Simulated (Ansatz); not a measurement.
A structure relaxed at PBE0-D4/def2-TZVP, charge 0, multiplicity 1:

```
atom    x (Å)    y (Å)    z (Å)
  C1   1.4654  -1.4599  -0.6508
  O2   0.2121  -1.6490  -0.0137
  B3  -0.5473  -0.5876   0.3067
 Br4  -2.2418  -0.9582   1.1750
  O5  -0.1455   0.6694   0.0356
  C6  -0.8911   1.8313   0.3428
  H7   1.8948  -2.4470  -0.8163
  H8   1.3434  -0.9499  -1.6092
  H9   2.1375  -0.8705  -0.0229
 H10  -0.3054   2.6873   0.0093
 H11  -1.0689   1.9085   1.4173
 H12  -1.8531   1.8254  -0.1737
```

Q: Give its formula and SMILES.

A: C2H6BBrO2, `COB(Br)OC`.

Q: Point group (tolerance 0.08 Å, 0.16 Å for H)?

A: Cs.

Q: Summarise the bond lengths by kind.

A: 2 × C–O 1.414 to 1.419 Å; 6 × C–H 1.089 to 1.092 Å; 2 × B–O 1.344 to 1.347 Å; 1 × B–Br 1.940 Å.

Results of the Gaussian-basis code of Ansatz.
